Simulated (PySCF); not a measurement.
**Spectroscopy problems**

No solvent, no relativistic terms, rapidly exchanging positions averaged, one computed conformer. J couplings at B3LYP/pcJ-1 (spin–dipole term left out of most H,H and C,H couplings); σ from GIAO-PBE0/pcSseg-1; structure optimised with GFN2-xTB; PySCF.

Scale: ¹H and ¹³C against TMS (reference shieldings calculated alike). Multiplet labels drop J under 1 Hz and among equivalent protons, and merge close values. Unscaled 3J(H,H) run several per cent high. Where no couplings were computed, multiplicities follow the n + 1 count of equivalent neighbours, and m marks all less simple cases (inequivalent or close neighbours, rings, F or P nearby). Shifts are as computed. Against solution values, carbons near 30 ppm lie about +3 ppm off and those near 130 ppm about +5 ppm (rms about the fit 2.1 ppm; single classes can miss by 10 ppm). Of 1328 compounds with measured shifts, 309 miss one by over three times the rms of a fit or turn the order of signals round; such compounds aren't used in these exercises. Signals without a measured value on file couldn't be tested in this way; 1H shifts scatter by 0.2 ppm about their fit, and single ones miss by 0.5 ppm. OH and NH positions are gas-phase values without hydrogen bonding to other molecules.

(1) C6H14. ¹H NMR (600 MHz, computed): δ 1.24 (q, J = 8.0 Hz, 2H), 0.98 (t, J = 8.0 Hz, 3H), 0.93 (s, 9H). ¹³C{¹H} NMR (computed): δ 40.4 (CH2), 32.3 (C), 30.7 (CH3), 10.9 (CH3). What is it?

(2) C3H10OSi2. ¹H NMR (400 MHz, computed): δ 7.13 (m, 1H), 6.82 (m, 1H), 5.28 (m, 1H), 4.22 (d, 3H), 1.21 (br s, 1H), 0.25 (d, 3H). ¹³C{¹H} NMR (computed): δ 165.1 (CH), 148.3 (CH), -0.5 (CH3). Give a structure.

## Answers

(1) SMILES CCC(C)(C)C. The formula gives 0 degrees of unsaturation. 4 carbon signals for 6 carbons: some carbons are equivalent by symmetry or fast rotation. Carbon types of the structure: 1 × C, 1 × CH2, 4 × CH3, which accounts for all hydrogens. δC 40.4: sp3 CH2; a saturated carbon with 2 carbon neighbours and no heteroatom attached. δC 32.3: quaternary sp3 carbon; saturated and bonded to C and H only. δC 30.7, 10.9: methyl carbon; a saturated carbon with 1 carbon neighbour and no heteroatom attached. δH 1.24: hydrogen on an sp3 CH2; far from electronegative atoms and π systems. The protons at 0.98 and 1.24 share a coupling of 8.0 Hz (vicinal).

The shifts were computed for this structure.

(2) SMILES C[Si@H](O)/C=C/[SiH3]. Rings plus π bonds: 1 (no ring in the answer). 3 carbon signals for 3 carbons: no two carbons are equivalent. Carbon types of the structure: 2 × CH, 1 × CH3, leaving 5 H on heteroatoms. δC 165.1, 148.3: alkene CH. δC -0.5: methyl carbon bonded to Si; an electropositive neighbour leaves it electron-rich and shielded. δH 7.13, 6.82: hydrogen on an alkene CH; attached to an sp2 carbon and in the plane of the double bond. δH 1.21: hydrogen on an oxygen bonded to Si; labile proton, position sensitive to the medium.

The data come from this structure; uniqueness wasn't tested. Such data don't tell enantiomers apart.
